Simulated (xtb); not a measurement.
SnBr₃, SMILES [Br][Sn+]([Br])[Br], charge +1. All values are semi-empirical tight-binding results from xtb (GFN2-xTB unless named), good for trends rather than for accurate numbers. Geometry: GFN2-xTB. The spin state was assumed, not searched. The isomer is the one that the SMILES or the coordinates give; other isomers of the formula were not compared.

Optimised geometry:

Bonded distances (Å): Sn1–Br2 2.531, Sn1–Br3 2.531, Sn1–Br4 2.531. Angles (°): Br2–Sn1–Br3 120.0, Br2–Sn1–Br4 120.0, Br3–Sn1–Br4 120.0.
Charge +1, spin multiplicity 1.

For metal compounds this method's bond lengths and energies can be far off.

Estimate the properties. (Estimate from the structure and the level; the computed values follow.)


| Item | Value |
|---|---|
| point group as xtb finds it | D3h |
| orbital gap | 0.92 eV |
| zero-point energy | 1.1 kcal/mol |
| G − E(el) at 298.15 K (modified RRHO) | -21.1 kcal/mol |

Computed atomic charges and the Wiberg bond orders between heavy atoms:
charges (e) Sn1 0.60, Br2 0.13, Br3 0.13, Br4 0.13. Bond orders Sn1–Br2 0.92, Sn1–Br3 0.92, Br2–Br3 0.32, Sn1–Br4 0.92, Br2–Br4 0.32, Br3–Br4 0.32.
